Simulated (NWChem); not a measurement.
System: AlO, doublet; SMILES [O]=[Al]

Input file for NWChem:

```
start job
memory heap 200 mb stack 900 mb global 1100 mb
geometry units angstroms
  Al     0.022263    -0.012137    -0.583908
  O     -0.037545     0.020468     0.984708
end
basis spherical
  * library def2-svp
end
dft
  odft
  mult 2
  xc pbe0
  iterations 150
end
driver
  maxiter 120
end
task dft optimize
task dft freq
```

Parts of the log:

```
             Northwest Computational Chemistry Package (NWChem) 7.3.0
             --------------------------------------------------------

 ORDER OF PRIMARY AXIS IS BEING SET TO 4
 C4V symmetry detected

                             Geometry "geometry" -> ""
                             -------------------------

 Output coordinates in angstroms (scale by  1.889725989 to convert to a.u.)

  No.       Tag          Charge          X              Y              Z
 ---- ---------------- ---------- -------------- -------------- --------------
    1 Al                  13.0000     0.00000000     0.00000000    -0.59813118
    2 O                    8.0000     0.00000000     0.00000000     0.97196316

 Effective nuclear repulsion energy (a.u.)      35.0516733124

      Symmetry information
      --------------------

 Group name             C4v
 Group number             18
 Group order               8
 No. of unique centers     2

                                Z-matrix (autoz)
                                --------

 Units are Angstrom for bonds and degrees for angles

      Type          Name      I     J     K     L     M      Value
      ----------- --------  ----- ----- ----- ----- ----- ----------
    1 Stretch                  1     2                       1.57009

                           NWChem Geometry Optimization
                           ----------------------------

 maximum gradient threshold         (gmax) =   0.000450
 rms gradient threshold             (grms) =   0.000300
 maximum cartesian step threshold   (xmax) =   0.001800
 rms cartesian step threshold       (xrms) =   0.001200
 fixed trust radius                (trust) =   0.300000
 source of zmatrix                         =   autoz

          -------------------
          Energy Minimization
          -------------------

 Using diagonal initial Hessian
 Scaling for Hessian diagonals: bonds = 1.00  angles = 0.25  torsions = 0.10

          --------
          Step   0

                                 NWChem DFT Module
                                 -----------------

 Summary of "ao basis" -> "ao basis" (spherical)
 ------------------------------------------------------------------------------
       Tag                 Description            Shells   Functions and Types
 ---------------- ------------------------------  ------  ---------------------
 Al                         def2-svp                 8       18   4s3p1d
 O                          def2-svp                 6       14   3s2p1d

      Symmetry analysis of basis
      --------------------------

        a1         14
        a2          0
        b1          2
        b2          2
        e          14

            General Information
            -------------------
          SCF calculation type: DFT
          Wavefunction type:  spin polarized.
          No. of atoms     :     2
          No. of electrons :    21
           Alpha electrons :    11
            Beta electrons :    10
          Charge           :     0
          Spin multiplicity:     2
          Use of symmetry is: on ; symmetry adaption is: on
          Maximum number of iterations: 150
          AO basis - number of functions:    32
                     number of shells:    14
          Convergence on energy requested:  1.00D-06
          Convergence on density requested:  1.00D-05
          Convergence on gradient requested:  5.00D-04

              XC Information
              --------------
                         PBE0 Method XC Functional
                     Hartree-Fock (Exact) Exchange  0.250
          PerdewBurkeErnzerhof Exchange Functional  0.750
            Perdew 1991 LDA Correlation Functional  1.000 local
           PerdewBurkeErnz. Correlation Functional  1.000 non-local

             Grid Information
             ----------------
          Grid used for XC integration:  medium
          Radial quadrature: Mura-Knowles
          Angular quadrature: Lebedev.
          Tag              B.-S. Rad. Rad. Pts. Rad. Cut. Ang. Pts.
          ---              ---------- --------- --------- ---------
          Al                  1.25       88           7.0       590
          O                   0.60       49           7.0       434
          Grid pruning is: on
          Number of quadrature shells:   137
          Spatial weights used:  Erf1

      Superposition of Atomic Density Guess
      -------------------------------------

 Sum of atomic energies:        -316.48257109

      Non-variational initial energy
      ------------------------------

 Total energy =    -316.426326
 1-e energy   =    -509.028506
 2-e energy   =     157.550506
 HOMO         =      -0.257371
 LUMO         =       0.031649

   Symmetry analysis of molecular orbitals - initial alpha
   -------------------------------------------------------

 !! scf_movecs_sym_adapt:    2 vectors were symmetry contaminated

  Symmetry fudging

 !! scf_movecs_sym_adapt:    2 vectors were symmetry contaminated

  Numbering of irreducible representations:

     1 a1          2 a2          3 b1          4 b2          5 e

  Orbital symmetries:

[...]

      ----------------------
      Optimization converged
      ----------------------

  Step       Energy      Delta E   Gmax     Grms     Xrms     Xmax
  ---- ---------------- -------- -------- -------- -------- --------
@    3    -317.26814891 -1.0D-08  0.00001  0.00001  0.00001  0.00001
                                     ok       ok       ok       ok

                                Z-matrix (autoz)
                                --------

 Units are Angstrom for bonds and degrees for angles

      Type          Name      I     J     K     L     M      Value     Gradient
      ----------- --------  ----- ----- ----- ----- ----- ---------- ----------
    1 Stretch                  1     2                       1.63253   -0.00001

                         Geometry "geometry" -> "geometry"
                         ---------------------------------

 Output coordinates in angstroms (scale by  1.889725989 to convert to a.u.)

  No.       Tag          Charge          X              Y              Z
 ---- ---------------- ---------- -------------- -------------- --------------
    1 Al                  13.0000     0.00000000     0.00000000    -0.62934828
    2 O                    8.0000     0.00000000     0.00000000     1.00318026

 Effective nuclear repulsion energy (a.u.)      33.7111618200

      Symmetry information
      --------------------

 Group name             C4v
 Group number             18
 Group order               8
 No. of unique centers     2

                Final and change from initial internal coordinates
                --------------------------------------------------

                                Z-matrix (autoz)
                                --------

 Units are Angstrom for bonds and degrees for angles

      Type          Name      I     J     K     L     M      Value       Change
      ----------- --------  ----- ----- ----- ----- ----- ---------- ----------
    1 Stretch                  1     2                       1.63253    0.06243

 ==============================================================================
                                internuclear distances
 ------------------------------------------------------------------------------
       center one      |      center two      | atomic units |  angstroms
 ------------------------------------------------------------------------------
    2 O                |   1 Al               |     3.08503  |     1.63253
 ------------------------------------------------------------------------------
                         number of included internuclear distances:          1
 ==============================================================================

[second-derivative integrals and response iterations left out]

  Vibrational analysis via the FX method

  See chapter 2 in "Molecular Vibrations" by Wilson, Decius and Cross

  Vib: Default input used

[...]

 Rotational Constants
 --------------------
 A=   0.000000 cm-1  (  0.000000 K)
 B=   0.629884 cm-1  (  0.906242 K)
 C=   0.629884 cm-1  (  0.906242 K)

 Temperature                      =   298.15K
 frequency scaling parameter      =   1.0000

 Linear Molecule

 Zero-Point correction to Energy  =    1.378 kcal/mol  (  0.002197 au)
 Thermal correction to Energy     =    2.885 kcal/mol  (  0.004598 au)
 Thermal correction to Enthalpy   =    3.478 kcal/mol  (  0.005542 au)

 Total Entropy                    =   50.791 cal/mol-K
   - Translational                =   37.184 cal/mol-K (mol. weight =  42.9764)
   - Rotational                   =   13.499 cal/mol-K (symmetry #  =        1)
   - Vibrational                  =    0.108 cal/mol-K

 Cv (constant volume heat capacity) =    5.383 cal/mol-K
   - Translational                  =    2.979 cal/mol-K
   - Rotational                     =    1.986 cal/mol-K
   - Vibrational                    =    0.417 cal/mol-K

[normal modes left out]

 ----------------------------------------------------------------------------
 Normal Eigenvalue ||           Projected Infra Red Intensities
  Mode   [cm**-1]  || [atomic units] [(debye/angs)**2] [(KM/mol)] [arbitrary]
 ------ ---------- || -------------- ----------------- ---------- -----------
    1       -0.000 ||    0.000000           0.000         0.000       0.000
    2        0.000 ||    0.008394           0.194         8.183      10.864
    3        0.000 ||    0.008394           0.194         8.183      10.864
    4        0.000 ||    0.014160           0.327        13.804      18.327
    5        0.000 ||    0.014160           0.327        13.804      18.327
    6      964.616 ||    0.001251           0.029         1.220       1.619
 ----------------------------------------------------------------------------
```

Level: PBE0/def2-SVP, spin-unrestricted.
